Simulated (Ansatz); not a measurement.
`C[CH2][In]([Cl])[CH](C)C` at its PBE0-D4/def2-TZVP geometry, where that method's forces vanish. Charge 0, multiplicity 1. In takes the def2 core potential.

```xyz
19

C    -1.5183    2.9244   -1.0688
C    -1.5955    1.4061   -1.1233
In    0.2089    0.4235   -0.4703
Cl    2.0346    1.9467   -0.6481
C     0.9683   -1.4668    0.2727
C    -0.1323   -2.4590    0.6179
C     1.9222   -1.2351    1.4357
H    -1.3980    3.2890   -0.0460
H    -2.4287    3.3799   -1.4722
H    -0.6712    3.3071   -1.6411
H    -1.7700    1.0565   -2.1461
H    -2.4228    1.0196   -0.5223
H     1.5438   -1.8531   -0.5768
H    -0.7592   -2.1009    1.4402
H     0.2979   -3.4152    0.9416
H    -0.7904   -2.6690   -0.2293
H     2.7159   -0.5292    1.1827
H     1.4008   -0.8462    2.3160
H     2.3940   -2.1785    1.7377
```

Task: What forces (eV/Å) does ωB97M-V/def2-TZVPP give on these atoms in Ansatz 0.2.0? (An estimate is asked.)

Result: The calculation gave: 
```
C1  -0.011  0.248 -0.008
C2   0.030 -0.319  0.015
In3  0.016  0.009  0.018
Cl4 -0.037 -0.025  0.007
C5  -0.032  0.202 -0.291
C6  -0.124 -0.190  0.069
C7   0.155 -0.008  0.169
H8  -0.004 -0.031 -0.070
H9   0.083 -0.035  0.036
H10 -0.058 -0.032  0.042
H11 -0.012  0.042  0.081
H12  0.046  0.048 -0.066
H13 -0.034  0.002  0.082
H14  0.043 -0.012 -0.054
H15 -0.036  0.073 -0.023
H16  0.044  0.020  0.056
H17 -0.056 -0.047  0.017
H18  0.022 -0.020 -0.058
H19 -0.036  0.074 -0.022
```
